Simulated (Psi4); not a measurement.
A dimer, BF3 ··· CH3Br (SMILES FB(F)F and CBr); the first 4 atoms form monomer A.

```
9

F      1.1869    -0.5636     0.0674
B      0.0001     0.0000    -0.0011
F     -1.0817    -0.7475    -0.0358
F     -0.1053     1.3111    -0.0305
C      1.9971     1.6591    -1.7384
Br     0.7969     0.5153    -2.7790
H      1.4112     2.4863    -1.3538
H      2.7785     2.0075    -2.4044
H      2.4061     1.0596    -0.9330
```

Problem. What interaction energy does Psi4 with SAPT0/jun-cc-pVDZ, frozen core give, and which attractive term is the largest?

Solution. Total 2.12 kcal/mol: electrostatics -10.26, exchange 19.50, induction -2.73, dispersion -4.39. The most attractive term is electrostatics.
